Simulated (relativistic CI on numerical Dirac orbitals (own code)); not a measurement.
# Calculated levels, O2+

Computed by Dirac-Coulomb-Breit CI, orbitals from a KLI potential per configuration, a model potential for QED, valence Slater integrals scaled by 0.85, P86 correlation estimate, and configurations built on the next ion tied to the tabulated ionisation energy (semi-empirical) (own radial code, finite nucleus).

Configuration list (outside the closed core 1s2): 2s2 2p2, 2s2 2p 3s, 2s2 2p 3p, 2s2 2p 3d, 2s2 2p 4s, 2s 2p3, 2p4, 2s2 2p 4p, 2s2 2p 4d, 2s2 2p 4f, 2p3 3s, 2s 2p2 3s, 2s2 3s2, 2p3 3p, 2s2 3s 3p, 2s 2p2 3p, 2p3 3d, 2s2 3s 3d, 2s2 3p2, 2s 2p2 3d, 2s2 3p 3d, 2s2 3d2, 2s 2p2 4s, 2s 2p 3s2. Levels of other configurations are missing.

The lowest level is 2s2 2p2 3P_0, with 98 % of that term; Hund's rules for 2s2 2p2 give 3P with J = 0, in agreement.

```
No.  Configuration  Term  J  E (cm⁻¹)    %  Lifetime (s)   jj configuration (%)
  1        2s2 2p2    3P  0         0   98                         2p1/2^2 (66)
  2        2s2 2p2    3P  1       111   98      4.06e+04       2p1/2 2p3/2 (98)
  3        2s2 2p2    3P  2       299   98      1.11e+04           2p3/2^2 (65)
  4        2s2 2p2    1D  2     19680   98      3.92e+01       2p1/2 2p3/2 (65)
  5        2s2 2p2    1S  0     37589   95      1.38e+00           2p3/2^2 (64)
  6        2s 2p3‡   5S°  2     62898  100                2s 2p1/2 2p3/2^2 (55)
  7        2s 2p3‡   3D°  3    123573   99      1.16e-09  2s 2p1/2 2p3/2^2 (99)
  8        2s 2p3‡   3D°  2    123602   99      1.15e-09  2s 2p1/2 2p3/2^2 (66)
  9        2s 2p3‡   3D°  1    123610   99      1.15e-09  2s 2p1/2 2p3/2^2 (44)
 10        2s 2p3‡   3P°  2    142746   99      4.42e-10        2s 2p3/2^3 (50)
 11        2s 2p3‡   3P°  1    142749   99      4.41e-10  2s 2p1/2 2p3/2^2 (66)
 12        2s 2p3‡   3P°  0    142762   99      4.40e-10  2s 2p1/2 2p3/2^2 (99)
 13        2s 2p3‡   1D°  2    189472   98      1.45e-10  2s 2p1/2 2p3/2^2 (76)
 14        2s 2p3‡   3S°  1    195823   99      6.43e-11  2s 2p1/2 2p3/2^2 (55)
 15        2s 2p3‡   1P°  1    208835   97      8.18e-11        2s 2p3/2^3 (33)
 16      2s2 2p 3s   3P°  0    258789   96      2.45e-10          2p1/2 3s (96)
 17      2s2 2p 3s   3P°  1    258906   96      2.45e-10          2p1/2 3s (67)
 18      2s2 2p 3s   3P°  2    259161   96      2.45e-10          2p3/2 3s (96)
 19      2s2 2p 3s   1P°  1    263902   95      1.76e-10          2p3/2 3s (67)
 20      2s2 2p 3p    1P  1    284197   96      6.09e-09       2p3/2 3p3/2 (49)
 21      2s2 2p 3p    3D  1    286477   96      4.66e-09       2p1/2 3p1/2 (67)
 22      2s2 2p 3p    3D  2    286612   96      4.65e-09       2p1/2 3p3/2 (50)
 23      2s2 2p 3p    3D  3    286832   96      4.64e-09       2p3/2 3p3/2 (96)
 24      2s2 2p 3p    3S  1    289597   96      1.88e-09       2p3/2 3p3/2 (38)
 25      2s2 2p 3p    3P  0    292100   93      2.45e-09       2p1/2 3p1/2 (64)
 26      2s2 2p 3p    3P  1    292181   93      2.49e-09       2p3/2 3p1/2 (51)
 27      2s2 2p 3p    3P  2    292307   93      2.57e-09       2p3/2 3p3/2 (60)
 28           2p4‡    3P  2    294430   93      1.13e-10           2p3/2^2 (63)
 29           2p4‡    3P  1    294642   94      1.13e-10     2p1/2 2p3/2^3 (94)
 30           2p4‡    3P  0    294733   94      1.13e-10           2p3/2^4 (62)
 31      2s2 2p 3p    1D  2    297759   96      3.49e-09       2p3/2 3p3/2 (34)
 32      2s2 2p 3p    1S  0    304535   95      1.94e-09       2p3/2 3p3/2 (65)
 33           2p4‡    1D  2    312189   95      2.34e-10     2p1/2 2p3/2^3 (64)
 34      2s2 2p 3d   3F°  2    316789   87      8.87e-10       2p1/2 3d3/2 (90)
 35      2s2 2p 3d   3F°  3    316949   97      3.94e-09       2p3/2 3d3/2 (48)
 36      2s2 2p 3d   3F°  4    317125   97      4.92e-09       2p3/2 3d5/2 (97)
 37      2s2 2p 3d   1D°  2    317188   86      1.18e-10       2p3/2 3d5/2 (47)
 38      2s2 2p 3d   3D°  1    319404   96      5.12e-11       2p1/2 3d3/2 (54)
 39      2s2 2p 3d   3D°  2    319452   95      5.14e-11       2p3/2 3d3/2 (52)
 40      2s2 2p 3d   3D°  3    319526   96      5.13e-11       2p3/2 3d5/2 (68)
 41      2s2 2p 3d   3P°  2    321184   95      8.75e-11       2p3/2 3d5/2 (45)
 42      2s2 2p 3d   3P°  1    321297   96      8.76e-11       2p3/2 3d3/2 (57)
 43      2s2 2p 3d   3P°  0    321357   96      8.77e-11       2p3/2 3d3/2 (96)
 44      2s2 2p 3d   1F°  3    324266   96      4.81e-11       2p3/2 3d3/2 (39)
 45      2s2 2p 3d   1P°  1    324621   95      7.02e-11       2p3/2 3d5/2 (61)
```

Energies count from the lowest computed level; ° marks odd parity; lifetimes are radiative, by E1, M1, E2 decay to levels of this space only; some are left blank where a channel outside the calculation adds to the decay or the decay crosses a small, uncertain gap. Filled j subshells are mostly left out of the jj labels. ‡ marks configurations that were not tied to measured data.

The mean weight of the leading LS term, summed over parents, in these 45 levels is 96 %, and that of the leading jj configuration (from the same eigenvectors) 65 %, so LS coupling describes them better.

Configurations that consist of the next ion and one excited electron were tied to the tabulated ionisation energy; Rydberg ones are usually within 1,000 to 3,000 cm⁻¹ and the lowest ones within about 6,000 (9,000 in d shells), while levels on excited terms of the next ion carry the error of that term, and the other configurations can be misplaced by 10,000 cm⁻¹ or more. Rates follow the energies as ν³ (E1, M1) or ν⁵ (E2), so rates, branching and lifetimes can be off by large factors. The fine structure of a lone outer electron comes out too small, for d and f at times inverted, and misplaced configurations move strength between like terms. 32 of the 32 excited levels that our extract of the measured tables holds in this range could be paired (the sources list more); they are missed by 6277 cm⁻¹ on average and 13895 at most, and levels without a partner can miss by more. Some levels of the ground configuration have no partner and can miss by 10 % or more.

Landé's interval rule says that E(J) − E(J−1) = AJ with one A. For the ground term the intervals give A = 111.1, 94.0 cm⁻¹ for J = 1, 2; the multiplet is regular.
